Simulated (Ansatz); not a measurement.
Reaction (ligand exchange at the Si–C bond): `C[SiH2]CCl` + CH₃NH₂ → `CN[SiH2]CCl` + CH₄

Computed with Ansatz on PBE0-D4/def2-TZVP structures; ΔE is electronic, products minus reactants. CCSD(T)/CBS adds triple-zeta CCSD(T) − MP2 to the extrapolated MP2 energy (def2 sets, frozen cores). This one scheme is used for every species. DFT in def2-TZVPP. Each species was taken in one conformer, which may not be the lowest.

`C[SiH2]CCl`:

Cartesian coordinates in Å:
```
C -0.789 -1.190 -0.675
Si -0.607 0.433 0.222
C 1.204 0.781 0.623
Cl 2.166 0.833 -0.884
H -0.433 -2.019 -0.059
H -1.835 -1.379 -0.925
H -0.212 -1.179 -1.602
H -1.342 0.409 1.519
H -1.123 1.562 -0.596
H 1.332 1.742 1.122
H 1.638 0.007 1.257
```

CH₃NH₂:

```xyz
7

C    -0.462    0.172   -0.283
N     0.615   -0.565    0.356
H    -0.410    1.266   -0.180
H    -1.419   -0.157    0.128
H    -0.476   -0.062   -1.350
H     0.640   -0.371    1.349
H     1.512   -0.283   -0.018
```

`CN[SiH2]CCl`:

Cartesian coordinates in Å:
```
C -0.326 -1.422 1.239
N 0.765 -0.741 0.574
Si 0.596 0.059 -0.925
C -0.527 1.578 -0.895
Cl 0.090 2.750 0.308
H 0.046 -2.237 1.867
H -0.985 -1.871 0.492
H -0.938 -0.761 1.866
H 1.466 -0.391 1.208
H 1.942 0.503 -1.364
H -0.023 -0.882 -1.901
H -1.550 1.331 -0.608
H -0.558 2.085 -1.861
```

CH₄:

Cartesian coordinates in Å:
```
C 0.000 0.000 0.000
H 0.909 -0.517 0.305
H 0.240 1.028 -0.271
H -0.712 -0.001 0.825
H -0.437 -0.509 -0.858
```

| level | ΔE (kJ/mol) |
| --- | --- |
| PBE | -50.2 |
| PBE0 | -51.6 |
| MP2/def2-QZVPP | -61.0 |
| SCS-MP2/def2-QZVPP | -61.1 |

Question: What does CCSD(T)/CBS give? (An estimate is asked.)

Answer: The calculation gave: -58.0 kJ/mol. The listed levels differ from it by 7.8, 6.4, -3.0, -3.1 kJ/mol.

Largest T1 diagnostic among the species: 0.010.

The D4 term adds −4.5 kJ/mol with B3LYP and −2.8 kJ/mol with PBE0; it sums over pairs of atoms, weighted by their polarisabilities, and B3LYP, whose exchange is more repulsive, gets the larger term.

CCSD(T)/CBS has its own doubt, a few kJ/mol and more with outer-core shells, so smaller differences from it don't rank the levels.

B3LYP here is the variant with VWN-RPA as its local correlation; programs differ in this.
